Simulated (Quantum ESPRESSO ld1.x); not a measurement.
Results of a calculation; reference values are marked as such.
Tm+, configuration [Xe] 4f13 7p1 (not the ground configuration). Code: ld1.x of Quantum ESPRESSO 7.5. Model: scalar-relativistic Kohn-Sham, LDA (Slater exchange, VWN5 correlation), spin-polarised, spherical densities, point nucleus; open shells are filled with parallel spins first.

X-ray form factor f0, the Fourier transform of the density (f0(0) = 68):

sin(theta)/lambda (1/angstrom)  f0 (electrons)
0.05                                    66.448
0.1                                     64.483
0.15                                    61.680
0.2                                     58.300
0.25                                    54.764
0.3                                     51.273
0.4                                     44.914
0.5                                     39.586
0.6                                     35.132
0.8                                     28.096
1                                       23.019
1.25                                    18.867
1.5                                     16.285
2                                       12.784
